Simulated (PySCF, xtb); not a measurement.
C2H12N2Si2, SMILES C[Si@H](CN)N[SiH3].

GFN2-xTB in xtb at its own geometry gives an orbital gap of 4.71 eV and a dipole moment of 1.14 D.

Geometry: B3LYP-D3(BJ)/def2-SVP. The structure was generated by enumeration; whether it is a known compound was not checked. The values are those of a single conformer.

Task: What does PBE/def2-TZVP run with PySCF give? (Estimate from the structure and the level; the computed values follow.)

Result: gap 4.65 eV (levels -5.26 and -0.61 eV), dipole 0.66 D.
